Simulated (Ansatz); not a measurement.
All numbers were calculated with Ansatz.

Basis-set series for CH$_{8}$AlNSi, SMILES `[CH3][Al]([NH2])[SiH3]`. The species carries charge 0 and has multiplicity 1. The geometry is a stationary point of PBE0-D4/def2-TZVP. It is one conformer, not always the lowest.

```
functional       basis  functions  energy (Eh)  HOMO (eV)  LUMO (eV)
   PBE0-D4    def2-SVP        104   -629.04210      -7.22      -0.59
   PBE0-D4  def2-QZVPP        494   -629.36681      -7.27      -0.81
   ωB97M-V    def2-SVP        104   -629.28383      -9.23       1.16
   ωB97M-V  def2-QZVPP        494   -629.61442      -9.30       0.71
```

Task: Give the rows for def2-TZVPP. (Best estimate.)

Result: The calculation gave: 
```
functional       basis  functions  energy (Eh)  HOMO (eV)  LUMO (eV)
   PBE0-D4  def2-TZVPP        258   -629.34335      -7.25      -0.75
   ωB97M-V  def2-TZVPP        258   -629.59186      -9.28       0.90
```

Positive LUMOs are unbound and depend on the basis.
